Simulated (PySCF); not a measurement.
Isomers of C4H8ClFSi, mass 138.007 u with the commonest isotopes. Level of theory: wB97X-D/def2-SVPD in PySCF (dipole) on a GFN2-xTB geometry, gas phase. One conformer each, none proved a minimum here; rigid rotors.

Question: Order these by rotational constant A, largest first.
A. `[CH2:1]=[C:2]([CH3:3])[SiH2:4][C@H:5]([F:6])[Cl:7]` with C1–C2–Si4–C5 9°, C2–Si4–C5–F6 -64°
B. `[CH3:1][Si@:2]([F:3])([Cl:4])[CH:5]1[CH2:6][CH2:7]1` with C1–Si2–C5–C6 87°
C. `[CH2:1]=[C:2]([CH3:3])[Si@:4]([CH3:5])([F:6])[Cl:7]` with C1–C2–Si4–C5 119°

Answer: A (3777 MHz), B (2198 MHz), C (2025 MHz).

Question: Order these by out-of-plane moment Σ m c² = (Ia + Ib − Ic)/2, largest first.
A. `[CH2:1]=[C:2]([CH3:3])[Si@:4]([CH3:5])([F:6])[Cl:7]` with C1–C2–Si4–C5 119°
B. `[CH2:1]=[C:2]([CH3:3])[SiH2:4][C@H:5]([F:6])[Cl:7]` with C1–C2–Si4–C5 9°, C2–Si4–C5–F6 -64°
C. `[CH3:1][Si@:2]([F:3])([Cl:4])[CH:5]1[CH2:6][CH2:7]1` with C1–Si2–C5–C6 87°

Answer: A (105.97 u·Å²), C (79.88 u·Å²), B (15.88 u·Å²).

Question: Order these by rotational constant C, largest first.
A. `[CH2:1]=[C:2]([CH3:3])[SiH2:4][C@H:5]([F:6])[Cl:7]` with C1–C2–Si4–C5 9°, C2–Si4–C5–F6 -64°
B. `[CH3:1][Si@:2]([F:3])([Cl:4])[CH:5]1[CH2:6][CH2:7]1` with C1–Si2–C5–C6 87°
C. `[CH2:1]=[C:2]([CH3:3])[Si@:4]([CH3:5])([F:6])[Cl:7]` with C1–C2–Si4–C5 119°

Answer: C (1218 MHz), B (1137 MHz), A (747.5 MHz).

| SMILES | point group | Ia (u·Å²) | Ib (u·Å²) | Ic (u·Å²) | κ | μa (D) | μb (D) | μc (D) |
| --- | --- | --- | --- | --- | --- | --- | --- | --- |
| C=C(C)[Si@](C)(F)Cl | C1 | 249.54 | 377.23 | 414.83 | -0.70 | 1.57 | 0.49 | 1.89 |
| C=C(C)[SiH2][C@H](F)Cl | C1 | 133.80 | 574.02 | 676.07 | -0.91 | 2.56 | 0.50 | 0.94 |
| C[Si@](F)(Cl)C1CC1 | C1 | 229.94 | 374.49 | 444.68 | -0.60 | 2.16 | 0.38 | 1.40 |
